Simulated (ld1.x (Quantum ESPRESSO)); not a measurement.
**silver (Ag), TM: configuration errors across variants**

silver, norm-conserving Troullier–Martins (Kleinman–Bylander form), made with ld1.x (Quantum ESPRESSO) 7.5 (PBE, scalar-relativistic). Core [Kr], reference 4d10 5s1 5p0. Waves: 5s (bound): rc 2.65 bohr; 5p (bound, empty): rc 2.70 bohr; 4d (bound): rc 1.95 bohr. Local part: all-electron potential smoothed inside 1.90 bohr (lloc = -2). Core correction: none.

All-electron excitation energies from the reference (eV): (1) 4d10 5s0 5p0 7.757; (2) 4d9 5s0 5p0 29.871; (3) 4d8 5s0 5p0 66.064; (4) 4d10 5s0 5p1 3.866; (5) 4d9 5s2 5p0 4.077; (6) 4d9 5s1 5p1 8.572; (7) 4d7 5s0 5p0 117.780.

Tests that are not counted but printed errors over 1 eV. “local potential all-electron potential smoothed inside 1.14 bohr (lloc = -2)”: 4d9 5s1 5p1 (solver errors, printed error -2.5 eV).

A true bound ghost makes a file unfit for plane-wave use even where its test errors are small: the radial tests pick states by their node count and pass the ghost by. Where a test does run into it, the solver fails or the error is huge.

Errors AE − PS in meV (a dash: test not solved or not reliable):

```csv
change,(1),(2),(3),(4),(5),(6),(7),bound ghosts
base,+6.5,+3.8,-159,+2.1,-40,-45,-572,none
local potential all-electron potential smoothed inside 1.14 bohr (lloc = -2),+6.6,+24,-59,+1.5,-43,–,-320,"s, p"
local potential all-electron potential smoothed inside 1.42 bohr (lloc = -2),+6.5,+21,-73,+2.4,-62,-49,-359,s
local potential all-electron potential smoothed inside 1.74 bohr (lloc = -2),+6.5,+13,-117,+2.1,-14,-20,-469,none
local potential all-electron potential smoothed inside 2.44 bohr (lloc = -2),+6.3,-42,-352,+1.8,-79,-89,-1005,none
local potential all-electron potential smoothed inside 2.74 bohr (lloc = -2),+5.9,-73,-466,+1.6,-98,-112,-1242,none
local potential all-electron potential smoothed inside 3.18 bohr (lloc = -2),+4.9,-131,-666,+0.9,-136,-159,-1636,none
```

Task: Give the same row for: local potential all-electron potential smoothed inside 2.18 bohr (lloc = -2).

Result: +6.4, -14, -239, +2.0, -59, -66, -756; bound ghosts: none.
